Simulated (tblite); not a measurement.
Compound: C₃H₆FOSi (doublet state).
SMILES with atom numbers: `[CH2:1]=[C:2][CH2:3][O:4][SiH2:5][F:6]` (hydrogens: H7, H8 on C1; H9, H10 on C3; H11, H12 on Si5)

Structure used (GFN2-xTB), in Å, numbered top down from 1:
```xyz
12
C3H6FOSi angstrom
C      2.3534   -0.2452   -0.2382
C      1.6255    0.3533    0.6440
C      0.2430    0.5785    1.0425
O     -0.6499   -0.0220    0.1241
Si    -1.9675    0.5051   -0.6264
F     -2.1695   -0.6226   -1.7410
H      3.4317   -0.1885   -0.2319
H      1.9405   -0.8517   -1.0461
H      0.0629    0.1319    2.0293
H      0.0445    1.6553    1.1125
H     -3.1403    0.4703    0.2334
H     -1.7732    1.7643   -1.3282
```

Computed with GFN2-xTB (tblite): harmonic, unscaled wavenumbers at the GFN2-xTB geometry, gas phase. Errors from tens to a few hundred cm⁻¹ against measured bands are possible. Modes of hydrogen on silicon can be 10 to 20 % off. One conformer, not necessarily the lowest. Open shells enter through the occupations alone, without spin polarisation, and single modes of such species can be off by tens of per cent. The optimisation stopped once no atom felt more than 0.01 eV/Å.

Lowest wavenumbers of the output (negative numbers stand for imaginary wavenumbers):
```
mode    cm-1
  1     -33.0
  2      44.7
  3      98.8
  4     144.6
  5     179.9
  6     264.1
  7     406.6
  8     460.1
```

Problem. Is this structure a minimum?

Solution. Not by this Hessian. 1 mode is imaginary beyond 20i (33i cm⁻¹), so at this level the point lies at or near a first-order saddle. The curvature is small, so loose convergence or finite differences may be the whole cause.

Problem. Which atoms move in the imaginary mode?

Solution. 33i: O4 (oxygen bonded to C and Si) 23 %, Si5 (silicon bonded to F, O and 2 H) 22 %, C1 (carbon bonded to C and 2 H) 15 %. These are shares of the mass-weighted motion.

Problem. What is the remedy?

Solution. Step along that mode in both directions, optimise again with tighter thresholds and repeat the frequencies. The zero-point energy of this point (48.9 kcal/mol) counts the 29 real modes alone, and thermal corrections from it aren't those of a minimum.

The run took 0.21 s of wall time on one thread, Arm Neoverse V2 (aarch64), on a shared host. The figure is for the frequency step alone.
